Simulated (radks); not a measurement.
Neutral bromine inside a hard spherical wall (all orbitals vanish at R), configuration held at [Ar] 3d10 4s2 4p5 and not refilled when levels cross. Method: scalar-relativistic Kohn-Sham, LDA (Slater exchange, VWN5 correlation), spin-unpolarised, spherical densities, point nucleus; computed with a radial shooting solver on a logarithmic mesh with Libxc functionals. Eigenvalues in eV, with the zero of energy where the potential of the charges vanishes at infinity; a dash marks a level that is unbound or too diffuse for the functional's potential to be trusted. A positive occupied level is held by the wall or, in an anion where self-interaction has pushed it up, behind a barrier. The pressure on the wall is -dE/dV.

| R (bohr) | E (hartree) | kinetic (hartree) | e(3p) | e(3d) | e(4s) | e(4p) | e(5s, empty) | e(5p, empty) | pressure (GPa) |
|---|---|---|---|---|---|---|---|---|---|
| free | -2603.12979 | 2658.522 | -173.21 | -67.003 | -20.323 | -8.004 | -0.441 | - | 0 |
| 15 | -2603.12979 | 2658.522 | -173.21 | -67.003 | -20.323 | -8.004 | -0.391 | 0.746 | < 0.0001 |
| 12 | -2603.12979 | 2658.522 | -173.21 | -67.003 | -20.323 | -8.004 | -0.270 | 1.183 | < 0.0001 |
| 8 | -2603.12929 | 2658.527 | -173.17 | -66.963 | -20.289 | -7.972 | 0.768 | 3.400 | 0.0282 |
| 6 | -2603.11899 | 2658.609 | -172.71 | -66.508 | -19.931 | -7.611 | 3.770 | 8.208 | 1.08 |
| 4 | -2602.87628 | 2659.931 | -168.10 | -61.937 | -16.499 | -3.736 | 20.670 | 29.903 | 61.1 |
| 3.5 | -2602.54304 | 2661.441 | -164.22 | -58.103 | -13.473 | -0.118 | 34.038 | 45.449 | 192 |
| 1.5 | -2569.50020 | 2761.526 | -75.031 | 32.449 | 137.88 | 168.34 | 502.35 | 523.59 | 94400 |
